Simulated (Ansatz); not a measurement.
Pulling on the Pb1–H2 bond in BrHPb (SMILES [Br][PbH]) (multiplicity 1 held, fragments rigid). Energies count from the point at 1.861 Å.
Geometry at that point (charge 0, multiplicity 1):
```xyz
3

Pb    -0.444    -0.366     0.531
H     -1.641    -0.965    -0.761
Br     1.086     0.885    -1.223
```

Signs of static correlation in def2-SVP, with CASSCF(2,2), from Ansatz (a first-principles code) runs.

```tsv
R (Å)	T1 of restricted CCSD	⟨S²⟩ of UHF	largest double amplitude of restricted CCSD	weight of the CASSCF reference in MRCISD	CASSCF natural occupations
1.489	0.015	0.000	0.051	0.914	1.98 0.02
1.675	0.015	0.000	0.044	0.914	1.97 0.03
1.861	0.016	0.000	0.065	0.915	1.96 0.04
2.047	0.017	0.000	0.093	0.915	1.94 0.06
2.233	0.018	0.000	…	0.915	1.92 0.08
2.512	0.023	0.396	0.186	0.915	1.87 0.13
2.791	…	0.693	0.271	0.914	1.79 0.21
3.256	0.052	0.903	0.423	0.914	1.61 0.39
3.721	0.076	0.973	0.606	0.914	1.40 0.60
4.280	0.100	0.999	0.809	0.914	1.22 0.78
5.024	0.115	1.007	0.980	0.914	1.09 0.91
5.954	0.119	1.008	1.065	0.914	1.03 0.97
```

Problem. Complete the blanks.

Solution. 
- 2.233, largest double amplitude of restricted CCSD: 0.127
- 2.791, T1 of restricted CCSD: 0.031

Doubts at one or more of the structures used: a restricted determinant that unrestricted orbitals would lower (R-CCSD(T)/def2-SVP); other coupled-cluster roots lie near (R-CCSD(T)/def2-SVP); T1 above 0.05 (R-CCSD(T)/def2-SVP, U-CCSD(T)/def2-SVP); a spin-contaminated determinant (U-CCSD(T)/def2-SVP).
